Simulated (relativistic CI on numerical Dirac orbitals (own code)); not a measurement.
**Hyperfine structure of Au XLII, mass number 197**

Method of calculation: Dirac-Coulomb-Breit CI, separate exchange-only KLI orbitals for each configuration, a model potential for QED, unscaled Slater integrals (own radial code, finite nucleus).

Configuration list (outside the closed core [Ar] 3d10): 4s2 4p6 4d2, 4s2 4p6 4d 4f, 4s2 4p5 4d3, 4s 4p6 4d3, 4s2 4p5 4d2 4f, 4s 4p6 4d2 4f, 4s2 4p6 4d 5s, 4s2 4p6 4f 5s, 4s2 4p6 4d 5p, 4s2 4p6 4f2, 4s2 4p5 4f3, 4s 4p6 4f3, 4s2 4p6 4f 5p, 4s2 4p5 4f2 5p, 4s 4p6 4f2 5p. Double excitations out of closed p, d and f shells are left out; levels of such configurations are missing from the list, as are those of other unlisted configurations, and high levels can miss mixing partners.

Nuclear spin I = 3/2, μ = 0.1452 μN, Q = 0.547 b (tables of Stone and Pyykkö). The electronic factors are computed for point nuclear moments, without core polarisation or the Bohr-Weisskopf and QED corrections.

```tsv
Level	E (cm⁻¹)	A (MHz)	B (MHz)
4s2 4p6 4d2 3F_2	0	3516	1110
4s2 4p6 4d2 3F_3	203348	1991	5490
4s2 4p6 4d2 3P_1	251314	-183.4	5950
4s2 4p6 4d2 1G_4	251668	2124	26900
4s2 4p6 4d2 3F_4	436516	1418	16200
```

Levels with J = 0, under 50 % of one LS term, or S terms without an open s electron are left out. Small factors come from cancelling terms and can be off by tens of per cent or more.

At this charge energies of transitions that change n are usually good to better than 1 %, and those within a shell (Δn = 0) to a few per cent.

Give the hyperfine levels of 4s2 4p6 4d2 3F_2 relative to its centre of gravity.

With K = F(F + 1) − I(I + 1) − J(J + 1), E = AK/2 + B[¾K(K + 1) − I(I + 1)J(J + 1)]/[2I(2I − 1)J(2J − 1)]: F = 1/2: -14850, F = 3/2: -10550, F = 5/2: -2453, F = 7/2: 10830 MHz.

LS names give the leading component of a level, which can be under half, so a name can repeat, a term be missing and a line seem to break the LS rules.
